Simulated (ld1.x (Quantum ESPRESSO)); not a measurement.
**Varying the TM potential for Br (Z = 35)**

Base potential:

- Element: bromine (Br)
- Generator: ld1.x (Quantum ESPRESSO) 7.5
- Type: norm-conserving Troullier–Martins (Kleinman–Bylander form)
- Functional: PBE
- Relativity: scalar-relativistic
- Frozen core: [Ar] 3d10
- Valence charge: 7
- Reference configuration: 4s1.5 4p5.5
- Partial waves: 4p (bound): rc 1.15 bohr; 4d channel at 0.35 Ry: rc 0.95 bohr; 4s (bound): rc 1.25 bohr
- Local potential: the s channel
- Core correction: a·sin(br)/r model core, default radius (core density twice the valence density)

All-electron outer shells of the reference configuration (PBE, scalar-relativistic, ld1.x):

| shell | level (eV) | outermost node (bohr) | outermost maximum (bohr) |
| --- | --- | --- | --- |
| 3p | -174.29 | 0.21 | 0.48 |
| 3d | -67.50 | – | 0.43 |
| 4s | -20.54 | 0.67 | 1.41 |
| 4p | -8.16 | 0.70 | 1.66 |

Cutoffs, loose and tight: the cutoffs (Ry, on a coarse ladder) from which the occupation-weighted sum of valence levels, in a spherical-Bessel basis at the reference potential, stays within 10 and 1 mRy of its value at 400 Ry. They do not see the model core or the augmentation charge, which bear on the density cutoff. Test errors are all-electron minus pseudo excitation energies from the reference, over the configurations 4s2 4p5; 4s2 4p4; 4s2 4p3; 4s2 4p1; 4s2 4p4.5; 4s2 4p2; 4s2 4p5.3. A dash means not determined; rows that change the core or the reference have their own tests. The largest error is taken over the tests solved by every variant that gives reliable tests at all: 4s2 4p1; 4s2 4p2; 4s2 4p3; 4s2 4p4; 4s2 4p4.5; 4s2 4p5.3.

A true bound ghost makes a file unfit for plane-wave use even where its test errors are small: the radial tests pick states by their node count and pass the ghost by.

The default core radius of the base comes out at 1.07 bohr.

| change | outcome | cutoff, loose | cutoff, tight | bound ghosts | largest test error (meV) |
| --- | --- | --- | --- | --- | --- |
| base | generated | 100 Ry | 300 Ry | p | -155 |
| fully relativistic | generated | 100 Ry | 260 Ry | p3/2 | +47 |
| reference 4s2 4p5 | generated | 100 Ry | 230 Ry | p | -176 over the solved tests; 1 of 7 tests not solved or not reliable |
| type PAW; waves now 4s (bound): rcut 1.10, rcutus 1.25 bohr; 4s channel at -0.75 Ry: rcut 1.10, rcutus 1.25 bohr; 4p (bound): rcut 1.00, rcutus 1.15 bohr; 4p channel at 4.25 Ry: rcut 1.00, rcutus 1.15 bohr; 4d channel at 0.35 Ry: rcut 0.85, rcutus 0.95 bohr; local potential all-electron potential smoothed inside 0.90 bohr (lloc = -1); augmentation GAUSS, radius 0.65 bohr | failed: run_pseudo: Errors in PS-KS equation | – | – | – | – |
| wave 4d channel at 0.35 Ry: rc 0.95 bohr becomes 4d channel at -0.04 Ry: rc 0.95 bohr | failed: run_pseudo: Errors in PS-KS equation | – | – | – | – |
| core correction a·sin(br)/r model core inside 0.80 bohr | generated | 100 Ry | 300 Ry | p | -167 |
| wave 4p (bound): rc 1.15 bohr becomes 4p (bound): rc 0.74 bohr | failed: run_pseudo: Errors in PS-KS equation | – | – | – | – |
| wave 4s (bound): rc 1.25 bohr becomes 4s (bound): rc 0.84 bohr | generated | 300 Ry | over 300 Ry | p | +415 |
| all radii but the core radius scaled by about 1.20 (s 1.50, p 1.38, d 1.14 bohr) | generated | 50 Ry | 100 Ry | p, d | -86 |
| local potential the p channel | generated | 100 Ry | 260 Ry | s | -33 |
| wave 4d channel at 0.35 Ry: rc 0.95 bohr becomes 4d channel at 0.35 Ry: rc 0.66 bohr | generated | 100 Ry | 300 Ry | p, d | -155 |
| wave 4d channel at 0.35 Ry: rc 0.95 bohr becomes 4d channel at 0.35 Ry: rc 0.62 bohr | generated | 100 Ry | 300 Ry | p, d | -155 |
